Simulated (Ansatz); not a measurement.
Ideal-gas functions of BrH$_{3}$HfO$_{3}$ (`[OH][Hf]([OH])([OH])[Br]`) at 400 K and 1 bar, from an Ansatz frequency run at PBE0-D4/def2-TZVP.

Molar mass 309.41 g/mol, point group C3 (symmetry number 3), electronic degeneracy 1, moments of inertia 177.982, 532.996, 533.0 u Å². Harmonic wavenumbers (cm⁻¹, unscaled): 111, 111, 143, 159, 163, 163, 228, 228, 244, 254, 254, 297, 690, 690, 721, 4015, 4015, 4020.

Use S(trans) = R[1.5 ln M + 2.5 ln T − 1.1517]; rotational temperatures θ = 24.2544 K / I; S(rot) = R[ln(√π/σ · √(T³/θAθBθC)) + 1.5]; for each mode x = 1.438777 ν̃/T, S = R[x/(eˣ − 1) − ln(1 − e⁻ˣ)] and H = RT x/(eˣ − 1); 1 cm⁻¹ = 0.0119627 kJ/mol; R = 8.31446 J/(mol·K).

**Question.** By hand: the entropy, in J/(mol·K).

**Answer.** Translation 186.5. Rotation: θ = 0.1363, 0.0455, 0.0455 K, giving 116.8. Vibration, mode by mode: 16.00, 16.00, 13.93, 13.07, 12.87, 12.87, 10.19, 10.19, 9.66, 9.35, 9.35, 8.15, 2.61, 2.61, 2.39, 0.00, 0.00, 0.00, in all 149.3. Electronic 0.0. Sum 452.6 J/(mol·K).

**Question.** By hand: H − E and G − E in kJ/mol, counted from the electronic energy.

**Answer.** Zero-point energy ½ × 16506 × 0.0119627 = 98.7; thermal vibration 29.8; translation, rotation and pV give 4 RT = 13.3. H − E = 141.8 kJ/mol, and G − E = 141.8 − 400 × 452.6/1000 = -39.2 kJ/mol.

Vibration gives 33 % of the entropy, 45.9 J/(mol·K) of it from the modes under 150 cm⁻¹: soft modes count most, and the harmonic formula is weakest for them. The sum counts one conformer and one mirror image; others add a mixing term.
